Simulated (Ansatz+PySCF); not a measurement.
Values are calculated unless marked as measured or tabulated.
## Several solutions for quintet VH

```xyz
2

V     0.0000    0.0000    0.0000
H     0.0000    0.0000    1.7992
```

Basis set: def2-SVP (spherical functions). Charge 0, multiplicity 5.

PBE0 (unrestricted) was run from several starts with Ansatz (development build ahead of 0.2.0) and PySCF 2.14.0.

```tsv
run	program	start	converged	energy (hartree)	<S²>
A	Ansatz	search for the lowest state	yes	-944.15689	6.03
B	Ansatz	atomic start, no search	yes	-944.15689	6.03
C	Ansatz	stability test followed	yes	-944.15689	6.03
D	PySCF	guess huckel, instabilities followed	yes	-944.15690	6.03
E	PySCF	program defaults	yes	-944.12192	6.03
F	PySCF	guess atom, instabilities followed	yes	-944.15690	6.03
G	PySCF	guess minao, instabilities followed	yes	-944.15690	6.03
```

Problem. Which runs reached the lowest solution of this kind, and what is wrong with the others?

Solution. A, B, C, D, F, G reached the lowest solution found. Converged but too high: E by 0.95 eV. Convergence only shows a stationary point, and even a stable one can lie too high; stability tests and further starts are what find lower ones.
